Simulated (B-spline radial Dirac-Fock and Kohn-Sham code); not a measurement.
In the model described below, a K (1s) vacancy in the Mo³⁺ ion in the configuration 1s2 2s2 2p6 3s2 3p6 3d10 4s2 4p6 4d3, lives for 0.15 fs, which corresponds to a natural width of 4.42 eV. Out of 1000 such holes, about 764 decay by emitting a photon and the rest by ordinary Auger emission. The strongest X-ray line is Kα1 (K-L3) at 17477.5 eV, with 56 % of the radiative rate. The strongest electron group is K-L2L3 near 14689 eV, with 29 % of the non-radiative rate.

Model: independent-particle rates on relativistic LDA orbitals of the hole state (multipoles up to L = 3, Coulomb Auger matrix elements, transition energies from Dirac-Fock). Program: a radial B-spline solver.

Values without a named source are computed, but for edge energies of neutral atoms, which are taken from tables.
